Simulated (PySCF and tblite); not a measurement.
The numbers below are computed, except where a source is named.
Conformer ensemble of C₆H₄F₂O₂, numbered as in [O:1]=[c:2]1[cH:3][cH:4][o:5][c:6]([CH:7]([F:8])[F:9])[cH:10]1

Geometries GFN2-xTB; weights from PBE0-D3(BJ)/pcSseg-1 energies and GFN2-xTB thermal corrections, with symmetry numbers and mirror pairs. Conformers within 2.5 kcal/mol (GFN2-xTB free energy) were kept, 5 at most. GIAO shieldings: PBE0/pcSseg-1. Shifts are against TMS (¹H), TMS (¹³C), CFCl3 (¹⁹F) at the same level. (PySCF 2.14, tblite 0.8.)

Torsions listed: O5–C6–C7–F8.

| conformer | shape | symmetry | E(GFN2) kcal/mol | E(DFT) kcal/mol | G(298.15 K) kcal/mol | weight % | dipole D |
| --- | --- | --- | --- | --- | --- | --- | --- |
| 1 | 59° | Cs | 1.49 | 0.00 | 0.00 | 58.6 | 1.75 |
| 2 | -121° | Cs | 0.00 | 0.41 | 0.21 | 41.4 | 4.47 |

Weights (%) against temperature:

| T (K) | 1 | 2 | S(mix) cal/mol/K |
| --- | --- | --- | --- |
| 250 | 61.5 | 38.5 | 1.32 |
| 298.15 | 58.6 | 41.4 | 1.35 |
| 350 | 56.4 | 43.6 | 1.36 |

Averaged shifts at 298.15 K. ¹H: 7.81 (H4, 1H), 6.66 (H10, 1H), 6.57 (H7, 1H), 6.50 (H3, 1H) ppm. ¹³C: 176.8 (C2), 165.7 (C6), 159.8 (C4), 127.3 (C3), 126.8 (C10), 119.3 (C7) ppm. ¹⁹F: -130.7 (F8/F9) ppm.

Coordinates of conformer 1 (Å):

```xyz
14

O     2.206   -1.940   -0.655
C     1.504   -0.999   -0.348
C     2.010    0.318    0.043
C     1.172    1.312    0.370
O    -0.164    1.202    0.371
C    -0.694    0.017    0.022
C    -2.208    0.021    0.063
F    -2.706    0.964   -0.768
F    -2.651    0.329    1.303
C     0.035   -1.056   -0.326
H     3.077    0.466    0.060
H     1.488    2.303    0.665
H    -2.634   -0.952   -0.224
H    -0.436   -1.986   -0.599
```

Coordinates of conformer 2 (Å):

```xyz
14

O    -1.868    2.313    0.229
C    -1.326    1.233    0.123
C    -2.042   -0.041    0.004
C    -1.381   -1.200   -0.111
O    -0.040   -1.310   -0.127
C     0.674   -0.171   -0.020
C     2.167   -0.419   -0.051
F     2.753    0.044    1.076
F     2.742    0.248   -1.079
C     0.132    1.051    0.099
H    -3.119   -0.018    0.010
H    -1.857   -2.166   -0.202
H     2.405   -1.489   -0.154
H     0.759    1.924    0.180
```

Unscaled ¹⁹F shifts at such levels can be off by tens of ppm; differences between conformers or isomers are more reliable. Shifts are unscaled: against experiment ¹³C can be off by 15 ppm or more and ¹H by 0.8 ppm.

Search and properties took 45 s on 1 thread of Arm Neoverse V2, on a host shared with other jobs (rough), launched as `OMP_NUM_THREADS=1 python ens_run.py task.json out`.


Conformer gaps in pcSseg-1 on xTB geometries can be 2 kcal/mol off for S=O, P=O and other polar bonds.